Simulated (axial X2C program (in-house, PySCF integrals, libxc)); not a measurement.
## Correcting the dissociation energy of NaBr⁺ for spin–orbit coupling

A spin-free CCSD(T) curve (one-electron X2C) was computed with an in-house relativistic program for diatomic molecules, basis Br dyall-cv3z [8s9p6d4f1g], Na dyall-cv3z [9s8p5d2f] (cores contracted in-house), for the state M_S = 1/2, Λ = 1 (beyond evenly filled blocks: π+α, π+β, π-α). It gives D0 = 0.332 eV to Br + Na+, which in a spin-free picture are the weighted means of the ground terms.

Correlated methods: 15 electrons correlated (number of frozen shells: Br 3 s, 2 p, 1 d; Na 1 s), 235 virtual spin orbitals or spinors in MP2, 90 natural virtuals in coupled cluster.

Measured levels of the ground terms (NIST Handbook of Basic Atomic Spectroscopic Data), in cm⁻¹: Br 2P: J = 3/2 at 0, J = 1/2 at 3685.2; Na+ 1S: J = 0 at 0.

The two components of the molecular doublet are 1903 cm⁻¹ apart in the PBE0 2c search (Ω = 3/2 lower), so the lower one lies 952 cm⁻¹ under their mean.

How far does each ground level lie under the (2J+1)-weighted mean of its term?

Br: (4 × 0 + 2 × 3685.2)/6 = 1228 cm⁻¹; Na+: a single level, 0.

Correct D0.

D0 = 0.332 + (952 − 1228)/8065.5 = 0.298 eV at CCSD(T) with these spin–orbit terms. The direct two-component run gives 0.338 eV; the difference holds second-order terms in the molecule, scalar two-electron terms, the gap between measured and computed atomic splittings (a 2c atom can miss part of its lowering) and, in coupled cluster, the truncation of each run.

Second-order spin–orbit effects in the molecule, which grow quickly with Z, are left out. The state is a single determinant with fixed occupations, the lowest that a limited PBE0 search found. De is counted from the lowest determinant-based energies of the atoms at the same level, without counterpoise correction. CCSD and (T) use frozen natural virtuals with an MP2 correction for the truncation; (T) itself is uncorrected, so its De runs slightly low. PBE0 can misorder states that lie within some tenths of an eV, so this need not be the ground state of the molecule. The nearest other spin-free determinant of the search, M_S = 1/2, Λ = 0, lies 0.42 eV up at the distance of the search.
